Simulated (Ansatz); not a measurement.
The first iterations of a band of CH6Sn + H2S (11 atoms, charge 0, multiplicity 1).

Level of theory: Ansatz 0.2.0, RKS CAM-B3LYP-D4/def2-SVP.

```json
{
 "movable images": "5",
 "climbing image": "yes",
 "spring": "5.0 eV/Å²",
 "optimiser": "quadratic models (default)",
 "start path": "through a guess of the saddle point",
 "force threshold": "0.03 eV/Å",
 "iteration limit": "60",
 "end points": "relaxed"
}
```

First end point:

```xyz
11
Properties=species:S:1:pos:R:3
Sn -1.165 -0.496 -0.576
C 0.235 1.003 -1.209
H -0.498 -2.063 -0.743
H -1.596 -0.256 1.066
H -2.595 -0.406 -1.519
H 1.488 0.481 2.477
S 1.903 -0.714 2.010
H 1.157 0.907 -0.622
H -0.189 2.006 -1.061
H 0.471 0.873 -2.274
H 0.790 -1.335 2.452
```

Last end point:

```xyz
11
Properties=species:S:1:pos:R:3
Sn -1.232 -1.447 0.382
C 1.101 1.534 -1.043
H -0.570 -2.177 -1.008
H -2.438 -2.436 1.080
H -1.859 0.104 0.044
H 1.320 0.960 -0.133
S 0.636 -1.243 1.921
H 2.027 1.977 -1.432
H 0.384 2.333 -0.810
H 0.669 0.870 -1.806
H -0.037 -0.475 2.805
```

| iteration | highest image above the first end (eV) | largest band force component (eV/Å) |
| --- | --- | --- |
| 1 | 4.108 | 15.475 |
| 2 | 2.289 | 5.133 |
| 3 | 2.403 | 2.152 |
| 4 | 1.963 | 2.256 |
| 5 | 1.657 | 1.441 |
| 6 | 1.258 | 0.725 |
| 7 | 0.983 | 0.524 |
| 8 | 1.078 | 1.375 |
| 9 | 1.067 | 1.039 |
| 10 | 1.159 | 2.032 |
| 11 | 1.311 | 1.911 |

Problem. Does the band converge within its limit, and where does its top end?

Solution. The run converged. It ended after 33 iterations with the highest image 2.070 eV above the first end. Neighbouring images differ by up to 2.8 eV, so the band resolves the path poorly. A vibrational analysis at the climbing image gives one clearly imaginary mode, 1514i cm⁻¹: a first-order saddle point. The orbitals stay closed-shell, which can raise the energy where a bond breaks towards radicals; this wasn't checked here.

The run took 7.6 min on 4 threads of Arm Neoverse N1, on a shared host, peak memory 0.27 GiB.
